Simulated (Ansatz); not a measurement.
C5H11N (SMILES CNC1CCC1), singlet, geometry from GFN2-xTB; MP2/def2-TZVP (Ansatz, a quantum-chemistry and plane-wave program).

Here is a job for Ansatz.
Ansatz 0.2 input:
```yaml
crystal:
  periodic: [false, false, false]
  atoms:
    - {symbol: C, position_ang: [2.35786726, -0.32601817, 0.00952754]}
    - {symbol: N, position_ang: [1.22713968, 0.51673569, -0.31976571]}
    - {symbol: C, position_ang: [0.03126447, 0.17008952, 0.41294251]}
    - {symbol: C, position_ang: [-1.20166755, 1.02599152, 0.07907016]}
    - {symbol: C, position_ang: [-2.01796338, -0.25803206, -0.12858317]}
    - {symbol: C, position_ang: [-0.71509661, -1.07032880, -0.11615736]}
    - {symbol: H, position_ang: [3.22087997, -0.00708840, -0.57221406]}
    - {symbol: H, position_ang: [2.11548271, -1.35365309, -0.25999417]}
    - {symbol: H, position_ang: [2.62293966, -0.30517988, 1.07859483]}
    - {symbol: H, position_ang: [1.45931652, 1.49040767, -0.14237908]}
    - {symbol: H, position_ang: [0.20905013, 0.10440971, 1.50121577]}
    - {symbol: H, position_ang: [-1.54689523, 1.70177162, 0.85897577]}
    - {symbol: H, position_ang: [-1.05435367, 1.58176562, -0.84403165]}
    - {symbol: H, position_ang: [-2.66336138, -0.48609264, 0.71741300]}
    - {symbol: H, position_ang: [-2.60355130, -0.30803241, -1.04357964]}
    - {symbol: H, position_ang: [-0.69971745, -1.95334916, 0.51881247]}
    - {symbol: H, position_ang: [-0.37619273, -1.33232105, -1.11525153]}
basis:
  gaussian:
    orbitals: def2-TZVP
magnetization: {spin_polarized: false}
correlation: {method: mp2}
```

It wrote (shortened):

```
Functional definition: HF
1750 factors; integrals over basis functions are off by at most 1.2e-3 eV
mean field evaluation 1: about -6804.1204 eV, gradient 4.3e1 eV
mean field evaluation 2: about -6804.4011 eV, gradient 4.3e1 eV
mean field evaluation 4: about -6809.2920 eV, gradient 5.1e0 eV
mean field evaluation 8: about -6809.3726 eV, gradient 2.7e-1 eV
mean field -6809.37294497 eV, -250.2398401689 hartree, gradient 2.8e-6 eV, S^2 0.000000; 0 other end points of the search recorded, 0 dependent functions left out
6 core orbitals not correlated
reference -6809.37294497 eV, -250.2398401689 hartree; 18, 18 occupied and 228, 228 virtual orbitals, 1750 factors
second order -28.35098445 eV of doubles, -0.00000000 eV of singles
Total energy: -6837.72392942 eV, -251.2817196306 hartree
```
